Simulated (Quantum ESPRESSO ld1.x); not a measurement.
All-electron atom: Tm+ in [Xe] 4f13 6s1 (the NIST ground configuration). Method: scalar-relativistic Kohn-Sham, LDA (Slater exchange, VWN5 correlation), spin-polarised, spherical densities, point nucleus; open shells are filled with parallel spins first; computed with ld1.x of Quantum ESPRESSO 7.5.

Unscreened Slater integrals over Kohn-Sham orbitals (hartree). They are taken over the spin-up orbitals.

integral,value
"F0(6s,6s)",0.25609
"F0(6s,4f)",0.33307
"G3(6s,4f)",0.012453
"F0(6s,5p)",0.31810
"G1(6s,5p)",0.025838
"F0(6s,5s)",0.32359
"G0(6s,5s)",0.012968
"F0(4f,4f)",1.1860
"F2(4f,4f)",0.54620
"F4(4f,4f)",0.33956
"F6(4f,4f)",0.24344
"F0(4f,5p)",0.73616
"F2(4f,5p)",0.24697
"G2(4f,5p)",0.13399
"G4(4f,5p)",0.10112
"F0(4f,5s)",0.84420
"G3(4f,5s)",0.15897
"F0(5p,5p)",0.61307
"F2(5p,5p)",0.32726
"F0(5p,5s)",0.66373
"G1(5p,5s)",0.43736
"F0(5s,5s)",0.73243

Derived for the open shells (J is the average intra-shell exchange parameter used in DFT+U). 4f: F4/F2 = 0.622, F6/F2 = 0.446, J = (286 F2 + 195 F4 + 250 F6)/6435 = 0.04402 hartree.
